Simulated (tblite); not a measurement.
C6H7Cl.
Atom-mapped SMILES: `[Cl:1]/[CH:2]=[CH:3]/[CH2:4][C:5]1=[CH:6][CH2:7]1` (hydrogens: H8 on C2; H9 on C3; H10, H11 on C4; H12 on C6; H13, H14 on C7)

The geometry is computed with GFN2-xTB (gas phase).

Q: What internal coordinates does the optimisation give?

A: 
| bond | length (Å) | order |
| --- | --- | --- |
| Cl1–C2 | 1.722 | single |
| C2=C3 | 1.321 | double |
| C3–C4 | 1.498 | single |
| C4–C5 | 1.472 | single |
| C5=C6 | 1.298 | double |
| C6–C7 | 1.505 | single |
| C5–C7 | 1.502 | single |
| C2–H8 | 1.079 | single |
| C3–H9 | 1.080 | single |
| C4–H10, C4–H11 | 1.095 | single |
| C6–H12 | 1.061 | single |
| C7–H13, C7–H14 | 1.085 | single |

Bonds in one row agree within 0.01 Å and their mean is given. Orders are formal, as drawn. A selection of angles:
| angle | degrees |
| --- | --- |
| Cl1–C2–C3 | 122.9 |
| Cl1–C2–H8 | 113.4 |
| C3–C2–H8 | 123.7 |
| C2–C3–C4 | 123.2 |
| C2–C3–H9 | 120.7 |
| C4–C3–H9 | 116.2 |
| C3–C4–C5 | 111.1 |
| C3–C4–H10 | 109.7 |
| C3–C4–H11 | 110.7 |
| C5–C4–H10 | 108.5 |
| C5–C4–H11 | 109.2 |
| H10–C4–H11 | 107.6 |
| C4–C5–C6 | 152.6 |
| C4–C5–C7 | 142.8 |
| C6–C5–C7 | 64.5 |
| C5–C6–C7 | 64.3 |
| C5–C6–H12 | 151.5 |
| C7–C6–H12 | 144.2 |
| C6–C7–H13 | 119.8 |
| C5–C7–C6 | 51.2 |
| C5–C7–H13 | 119.7 |
| H13–C7–H14 | 113.3 |

Torsions: Cl1–C2–C3–C4 -179° (antiperiplanar); C2–C3–C4–C5 118° (anticlinal); C3–C4–C5–C6 -2° (synperiplanar); C4–C5–C6–C7 180° (antiperiplanar); C4–C5–C7–C6 180° (antiperiplanar). The mirror-image conformer, all signs reversed, is as good.

Of the pairs four or more bonds apart, H8···H11 is among the closest relative to their van der Waals radii: 2.43 Å, 101 % of the sum of Bondi's values. The 3-membered ring C5–C6–C7 has internal angles of 51.2° to 64.5°. The 6 C–C bonds span 1.298 Å (C5=C6, drawn double) to 1.505 Å (C6–C7, drawn single), a spread of 0.207 Å.

Point group: C1 (no symmetry element, even within 0.4 Å). Its GFN2-xTB frequencies are all real (lowest 44 cm⁻¹). One conformer, not necessarily the lowest.
